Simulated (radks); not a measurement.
Results of a calculation; reference values are marked as such.
Species: Ba. Configuration: [Xe] 6s2.

Code: a radial shooting solver on a logarithmic mesh with Libxc functionals. Model: scalar-relativistic Kohn-Sham, LDA (Slater exchange, Perdew-Zunger correlation), spin-polarised, spherical densities, finite nucleus; Fermi nuclear charge, rms radius 4.8378 fm.

Energy parts (hartree):
| part | energy |
|---|---|
| total | -8128.9799 |
| kinetic | 8578.6413 |
| electron-nucleus | -19675.0257 |
| Hartree | 3158.5759 |
| exchange-correlation | -191.1714 |

Orbitals (lengths in bohr, moments of r in powers of bohr; <r^-3> diverges for s and p1/2; r(90%) holds 90 % of the orbital's charge):
orbital,occ.,eigenvalue (hartree),r(90%),<r^-3>,<1/r>
1s,2,-1367.703,0.0461,-,60.64
2s,2,-216.2234,0.170,-,13.95
2p,6,-194.0070,0.157,7019,13.27
3s,2,-45.62417,0.429,-,5.035
3p,6,-38.49908,0.435,1379,4.780
3d,10,-28.11716,0.418,189.8,4.533
4s,2,-8.93873,0.970,-,2.086
4p,6,-6.63759,1.04,290.5,1.921
4d,10,-3.29464,1.21,32.04,1.655
5s,2,-1.24200,2.36,-,0.8082
5p,6,-0.69103,2.82,39.59,0.6802
5d,0,-0.07857,5.73,1.538,0.3766
6s,2,-0.12315,6.92,-,0.2664
6p,0,-0.04708,9.42,2.762,0.1957

The highest occupied level is 6s at -3.351 eV. The density falls to 0.001 e/bohr^3 at r = 5.48 bohr. The electron density at the nucleus is 3.33e+05 e/bohr^3 (large components only). For comparison, the ionisation energy in NIST's Atomic Spectra Database is 5.212 eV (measured). In exact Kohn-Sham theory the highest level is minus the ionisation energy, but local and semilocal functionals leave it too shallow, through self-interaction and a potential that decays too fast; potentials with the right tail come closer. Summed over all electrons, <r^2> = 95.31 bohr^2, which gives a Langevin (diamagnetic) susceptibility term of -75.5 x 10^-6 cm^3/mol.
